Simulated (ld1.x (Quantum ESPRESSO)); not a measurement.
The numbers below are computed, except where a source is named.
## Hardness and transferability of assorted potentials

Generated with ld1.x 7.5 (TM, RRKJ, ultrasoft, PAW), atompaw 4.2 or ONCVPSP 4.0.1. The cutoff is in Ry: for ld1.x and atompaw files where the sum of valence levels is converged to 10 mRy in a Bessel basis, for ONCV files where the hardest occupied wave has 1 mHa per electron of residual kinetic energy. The error is the largest all-electron minus pseudo excitation energy over each file’s own four to seven test configurations (ionisations up to +4, promotions, holes and added fractions of an electron), all of which were solved. The labels leave out finer settings (local radius, basis sizes, second energies), which also bear on the numbers. Spin-polarised tests are not counted. The rows are a selection from randomly drawn settings: files with unsolved tests, undetermined cutoffs or missed reference levels are left out.

A true bound ghost makes a file unfit for plane-wave use even where its test errors are small: the radial tests pick states by their node count and pass the ghost by.

```tsv
element	potential	cutoff (Ry)	largest error (meV)	bound ghosts
Ge	TM, PBE, scalar-relativistic, rc 1.65/1.85/1.85 (spd), local d, core correction no, reference 4s2 4p0	18	+151	s, p
Tc	TM, PBE, scalar-relativistic, rc 2.05/1.90/1.45 (spd), local p, core correction yes, reference 4p6 4d5 5s0 5p0	50	+281	s
Rh	TM, LDA (PZ), scalar-relativistic, rc 2.50/2.65/1.35 (spd), local s, core correction no, reference 4d8 5s0.75 5p0.25	70	-1189	none
```

(1) Fill in the row for Nb: ultrasoft, PBEsol, scalar-relativistic, rc 2.00/2.50/2.60 (spd), local smoothed, core correction yes, reference 4s2 4p6 4d3 5s0 5p0.

(2) Fill in the row for O: ultrasoft, PBE, non-relativistic, rc 0.95/1.95/1.85 (spd), local smoothed, core correction yes, reference 2s2 2p3.5.

(3) Fill in the row for Ar: TM, PBE, scalar-relativistic, rc 0.85/1.20 (sp), local s, core correction yes, reference 3s2 3p6.

Answers

(1) cutoff 15 Ry, largest error -146 meV, bound ghosts: none.

(2) cutoff 18 Ry, largest error -2266 meV, bound ghosts: none.

(3) cutoff 140 Ry, largest error +306 meV, bound ghosts: none.
